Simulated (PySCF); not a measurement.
Ta⁵⁵⁺: ionisation energy

Ta⁵⁵⁺ [Ar] (1S) → Ta⁵⁶⁺ [Ne] 3s2 3p5 (2P), as a difference of total energies. Computed with PySCF 2.14 in an uncontracted even-tempered set (17 s from 14 bohr⁻², ratio 2.5; 12 p from 18 bohr⁻², ratio 2.5; 4 d from 76 bohr⁻², ratio 2.7; 4 f from 110 bohr⁻², ratio 2.7), with scalar relativity by spin-free X2C-1e. Correlated levels: outer shells: 1s2 frozen; virtual orbitals above 40 to 60 times the deepest correlated orbital energy dropped. The calculations carry no spin-orbit coupling.

| method | ionisation energy (eV) |
| --- | --- |
| UHF | 5641.8 |
| LDA | 5642.2 |
| PBE | 5643.0 |
| PBE0 | 5643.3 |
| r2SCAN | 5644.4 |
| B2PLYP | 5643.1 |
| r2SCANh | 5644.3 |
| MP2 (outer shells) | 5642.9 |
| SCS-MP2 (outer shells) | 5642.8 |

A first-order spin-orbit estimate (lowest level to lowest level, LS coupling) adds -100.7 eV.

Breit and QED terms and the two-electron picture change are absent.

For comparison: 5537 ± 5 eV (theoretical estimate listed by NIST; NIST Atomic Spectra Database, ionization energies).
